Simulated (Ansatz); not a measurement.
CaF₂⁻ was relaxed with PBE0-D4 (def2-TZVPD) in Ansatz in these states: charge -1 doublet, charge -1 quartet. The geometries follow in no particular order.

A:

```xyz
3

Ca    1.277   -0.293   -0.021
F    -0.631    0.248   -0.961
F    -0.646    0.045    0.982
```

B:

Cartesian coordinates in Å:
```
Ca -0.478 0.481 0.095
F -0.815 -1.440 0.721
F 1.293 0.958 -0.816
```

Task: Judge from the bond lengths which geometry belongs to which state (an estimate).

Result: A is the charge -1 quartet (Ca1–F2 2.195 Å, Ca1–F3 2.195 Å); B is the charge -1 doublet (Ca1–F2 2.048 Å, Ca1–F3 2.048 Å).

At PBE0-D4/def2-TZVPD the highest occupied level of the charge -1 quartet lies above zero (up to 1.17 eV). It is a level of α spin, whose loss leaves a triplet; that state wasn't run at this geometry and level. The electron is either unbound and held by the finite basis, or the level is raised by self-interaction error. At PBE0-D4/def2-TZVPD the highest occupied level of the charge -1 doublet lies above zero (up to 0.55 eV). By energy differences its removal costs 0.90 eV (vertical, to the charge 0 singlet, at PBE0-D4/def2-TZVPD); a positive level beside a positive removal energy at the same level points to self-interaction error. At PBE0-D4/def2-TZVPD a doublet lies 5.64 eV below the charge -1 quartet. In the quartet, F2 and F3 lie 1.95 Å apart (atoms count from 1), so these atoms are partly bonded to each other. These are the stationary points nearest to one start from a short search; other shapes may lie lower in each state.
